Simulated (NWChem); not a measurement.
System: C2H2Cl, doublet; SMILES [CH]=CCl

```xyz
5

C     -0.2702     1.7239     0.0000
C      0.5034     0.6688     0.0000
Cl    -0.1110    -0.9694     0.0000
H     -1.3198     2.0072     0.0000
H      1.5971     0.7125     0.0000
```
Atoms are numbered in this order, from 1.

Computed with NWChem. Pople sets run with spherical d functions. Spin-unrestricted. In the optimisation the excess spin sits in a' (Cs, its own frame). Structure relaxed at the PBE0/def2-SVP, spin-unrestricted level. No stability test was run on the SCF state. Level: PBE/6-31G* with SMD (1 M gas to 1 M solution), gas-phase geometry. Reactions with the solvent are ignored.

**Question.** Order these by “cavity-dispersion-structure term (kcal/mol)”, lowest first: water; toluene; ethylene glycol; 2-propanol.

**Answer.** toluene (-0.3), 2-propanol (0.9), ethylene glycol (3.0), water (3.6)
